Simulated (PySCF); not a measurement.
Energy of Ar²⁺ (argon, charge +2) between two integer charges

The 3p beta orbital of [Ne] 3s2 3p4 is emptied in steps (occupation f), with all orbitals relaxed, ending at [Ne] 3s2 3p3. All numbers are calculated (PySCF 2.14, no relativity, point nucleus, in def2-TZVPPD (6s6p4d1f, 51 functions)). The exact energy is a straight line in f; departures are measured from the line between the end points of the same method.

| f | UHF (eV) | LDA (eV) | PBE (eV) | PBE0 (eV) | r2SCAN (eV) | LC-wPBE (eV) | BHandHLYP (eV) | wB97X (eV) | BLYP (eV) | HSE06 (eV) |
| --- | --- | --- | --- | --- | --- | --- | --- | --- | --- | --- |
| 1 | 0.000 | 0.000 | 0.000 | 0.000 | 0.000 | 0.000 | 0.000 | 0.000 | 0.000 | 0.000 |
| 0.75 | 0.190 | -1.267 | -1.229 | -0.880 | -1.135 | -0.321 | -0.553 | -0.400 | -1.248 | -0.959 |
| 0.5 | 0.247 | -1.688 | -1.630 | -1.165 | -1.493 | -0.418 | -0.741 | -0.530 | -1.664 | -1.271 |
| 0.25 | 0.182 | -1.263 | -1.212 | -0.865 | -1.102 | -0.303 | -0.560 | -0.396 | -1.246 | -0.945 |
| 0 | 0.000 | 0.000 | 0.000 | 0.000 | 0.000 | 0.000 | 0.000 | 0.000 | 0.000 | 0.000 |

Q: For UHF, how does the orbital energy at f = 1 compare with the removal energy?

A: −ε = 40.417 eV against a total-energy difference of 39.381 eV. By Janak's theorem ε = ∂E/∂f, so the gap between them reflects the curvature. Along the path −ε is 39.869 (f = 0.75), 39.359 (f = 0.5), 38.881 (f = 0.25) eV.

| method | E(f=0) − E(f=1) (eV) | −ε at f=1 (eV) | −ε at f=0.5 (eV) |
| --- | --- | --- | --- |
| UHF | 39.381 | 40.417 | 39.359 |
| LDA | 40.847 | 34.099 | 40.856 |
| PBE | 40.735 | 34.163 | 40.778 |
| PBE0 | 40.728 | 36.013 | 40.767 |
| r2SCAN | 40.686 | 34.572 | 40.773 |
| LC-wPBE | 40.915 | 39.173 | 40.962 |
| BHandHLYP | 40.670 | 37.729 | 40.654 |
| wB97X | 40.753 | 38.606 | 40.767 |
| BLYP | 40.706 | 34.051 | 40.711 |
| HSE06 | 40.738 | 35.601 | 40.775 |

Reference removal energy between the ground levels: 40.735 ± 0.012 eV (semi-empirical (NIST evaluation); NIST Atomic Spectra Database, ionization energies). The calculation has no spin-orbit coupling. UHF lacks correlation.
